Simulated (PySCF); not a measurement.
C4H9BF2Si.
Bonds: F1–B2, B2–F3, B2–Si4, Si4–C5, C5–C6, C6–C7, C7–C8, Si4–C8. Hydrogens: H9 on Si4; H10, H11 on C5; H12, H13 on C6; H14, H15 on C7; H16, H17 on C8.

NICS is the negative of the GIAO shielding at a point without a nucleus: at the ring centre (0) and 1 Å above and below it (1); zz is the component along the ring normal. Level: GIAO KT2/pcSseg-1 (PySCF, non-relativistic, gas phase) on the PBE0-D3(BJ)/def2-SVP geometry, one conformer.

Ring bond lengths (Å): Si4–C5 1.909, C5–C6 1.536, C6–C7 1.530, C7–C8 1.537, C8–Si4 1.907.

Question: Give the NICS values of each ring in ppm.

Answer: 
```tsv
ring	type	NICS(0)	NICS(1), two faces	NICS(1)zz, two faces	rms pucker (Å)	centre to ring atoms, mean (Å)
Si4–C5–C6–C7–C8	5-membered ring with Si; formal bonds all single	-5.5	-4.2 / -4.5	-4.1 / -4.5	0.20	1.40
```

Question: What do they say, and how far can they be read as aromaticity?

Answer: 
- Si4–C5–C6–C7–C8: mean NICS(1)zz -4.3 ppm, shielded. Si4, C5, C6, C7, C8 have four or more neighbours, and the NICS criterion for π rings isn't applied.

Question: List the ring angles.

Answer: 
- Si4–C5–C6–C7–C8: Si4 95.0°, C5 102.9°, C6 108.7°, C7 108.6°, C8 103.6°; sum 518.9° against 540° for a flat convex ring.

Question: How do the values depend on the level or the medium?

Answer: 
```
                            level  NICS(0), Si4–C5–C6–C7–C8  mean NICS(1)zz, Si4–C5–C6–C7–C8
                KT2/pcSseg-1, gas                      -5.5                             -4.3
               PBE0/pcSseg-1, gas                      -5.5                             -3.7
PBE0/pcSseg-1, IEF-PCM chloroform                      -5.5                             -3.7
```

The geometry is the same throughout; the continuum's cavity takes Bondi-type radii × 1.2.
